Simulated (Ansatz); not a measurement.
Cost and result up the ladder for AlCl3 (4 atoms). Charge 0, multiplicity 1. Geometry: B3LYP-D4/def2-TZVP.

Cartesian coordinates in Å:
```
Al -0.344 1.043 -0.803
Cl 0.802 -1.713 2.605
Cl -0.631 0.596 -2.824
Cl 0.173 0.074 1.022
```

Ansatz on 2 threads of Arm Neoverse V2 on a shared host. Times are rough, and most runs start from the orbitals of an earlier one. No level here is sound enough to serve as a yardstick. Binding counts from free atoms at the same level (Al doublet, Cl doublet; other spins of the atoms weren't run), without zero-point energy or a counterpoise term.

Correlated methods freeze 20 core orbitals. In the singlet, Cl2 and Cl4 lie 2.47 Å apart (atoms count from 1), so these atoms are partly bonded to each other. Another isomer (singlet) lies 4.81 eV lower at PBE0-D4/def2-TZVP; other spin states weren't run for this one.

Correlated methods converge slowly with the basis.

```csv
level,functions,wall time,binding energy per atom (eV),remarks
BLYP-D4/def2-TZVP,148,1.4 s,2.21,restricted SCF unstable in HF
PBE-D4/def2-TZVP (with forces),148,1.8 s,2.32,restricted SCF unstable in HF
PBE0-D4/def2-TZVP,148,2.1 s,2.14,restricted SCF unstable in HF
r2SCAN-D4/def2-TZVP,148,4.1 s,2.25,restricted SCF unstable in HF
ωB97M-V/def2-TZVP,148,6.5 s,2.05,restricted SCF unstable in HF
CCSD(T)/def2-TZVPP,168,33 s,2.02,"flagged by the program, large T1 (0.032), restricted SCF unstable"
```
